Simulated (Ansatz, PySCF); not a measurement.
This Ansatz (a program for electronic structure) input computes a B3LYP/def2-TZVPD energy:

Ansatz 0.2 input:
```yaml
crystal:
  periodic: [false, false, false]
  atoms:
    - {symbol: Si, position_ang: [-0.00789627, -0.00196085, -0.00193559]}
    - {symbol: F, position_ang: [-0.45682632, -1.01872183, -1.13076924]}
    - {symbol: F, position_ang: [-0.66596914, -0.52983103, 1.33395753]}
    - {symbol: F, position_ang: [-0.63343346, 1.39171069, -0.40516989]}
    - {symbol: N, position_ang: [1.64534982, 0.16650794, 0.21106221]}
    - {symbol: H, position_ang: [2.19308874, -0.49234759, 0.73821720]}
    - {symbol: H, position_ang: [2.20607038, 0.76582368, -0.37072016]}
basis:
  gaussian:
    orbitals: def2-TZVPD
hamiltonian:
  xc: {name: B3LYP}
output: {forces: true}
```

**Question.** Write an input for the same energy in PySCF and say what it gives.

**Answer.** 
```python
from pyscf import gto, scf, dft

mol = gto.M(
    atom='''
    Si   -0.00789627   -0.00196085   -0.00193559
    F    -0.45682632   -1.01872183   -1.13076924
    F    -0.66596914   -0.52983103    1.33395753
    F    -0.63343346    1.39171069   -0.40516989
    N     1.64534982    0.16650794    0.21106221
    H     2.19308874   -0.49234759    0.73821720
    H     2.20607038    0.76582368   -0.37072016
    ''',
    basis='def2-tzvpd',
    charge=0,
    spin=0,
    verbose=4,
)

mf = dft.RKS(mol, xc='b3lyp').density_fit(auxbasis='def2-universal-jkfit')
mf.grids.level = 3
mf.conv_tol = 1e-9
mf.max_cycle = 100
mf.max_memory = 1500
mf.kernel()
if not mf.converged:
    mf = mf.newton()
    mf.kernel(mf.make_rdm1())
mf.analyze()
```
It gives -645.42551 Eh, and Ansatz -645.42546 Eh, a difference of 0.05 mEh, from the treatment of integrals and grids.
